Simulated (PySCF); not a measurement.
C4H11NSi, SMILES C[Si@@H](/C=C/C)N.

Geometry: B3LYP-D3(BJ)/def2-SVP. The structure was generated by enumeration; whether it is a known compound was not checked. The values are those of a single conformer.

Calculation: PySCF with TDA-PBE/def2-SVPD.

Vertical excitations. Gas-phase values at a fixed geometry.

```tsv
state	energy (eV)	λ (nm)	f	main pairs
S1	4.84	256	0.001	HOMO→LUMO 99 %
S2	5.72	217	0.028	HOMO→LUMO+1 97 %
S3	5.98	207	0.022	HOMO−1→LUMO+1 95 %
S4	6.23	199	0.002	HOMO→LUMO+2 99 %
S5	6.34	195	0.002	HOMO→LUMO+3 98 %
S6	6.45	192	0.322	HOMO−1→LUMO 42 %, HOMO−3→LUMO 25 %, HOMO−1→LUMO+2 11 %, HOMO−1→LUMO+3 7 %
T1	4.26	291	0	HOMO−1→LUMO 96 %
T2	4.69	264	0	HOMO→LUMO 99 %
```
Triplets are in the Tamm–Dancoff approximation.
